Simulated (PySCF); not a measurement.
# FeBr2: what the settings change

FeBr2: Fe(II) (d6), charge 0. The structure is a PBE0-D3(BJ)/def2-TZVP geometry optimised for multiplicity 5; coordination linear, point group D∞h, metal–donor distances 2.26 Å.

```
3

Fe    0.000    0.000    0.000
Br    0.000    0.000    2.263
Br    0.000    0.000   -2.263
```

Method (PySCF 2.14, density fitting): CASSCF(6,5) with orbitals averaged over all microstates of the shell, strongly contracted NEVPT2 on the averaged canonical orbitals; basis x2c-TZVPall on the metal, x2c-SVPall elsewhere; spin-free X2C; gas phase; spin-orbit coupling by state interaction with the mean-field operator over all roots.

Base run: NEVPT2 ground state 5Δg, next 5Σg+ at 3514, then 5Πg at 4476 cm⁻¹, B(CASSCF) 1095, ζ 390 cm⁻¹, μeff(300 K) 6.25 μB.

(1) What happens with orbitals averaged over the highest spin alone?

No frequencies were computed for the optimised geometry. NEVPT2 lifts 5Πg from 3132 to 4476 cm⁻¹; on the d shell alone such lifts tend to overshoot.

Results:

(1) NEVPT2 ground state 5Δg, next 5Σg+ at 3253, then 5Πg at 4017 cm⁻¹, B(CASSCF) 1122, ζ 399 cm⁻¹, μeff(300 K) 6.26 μB.
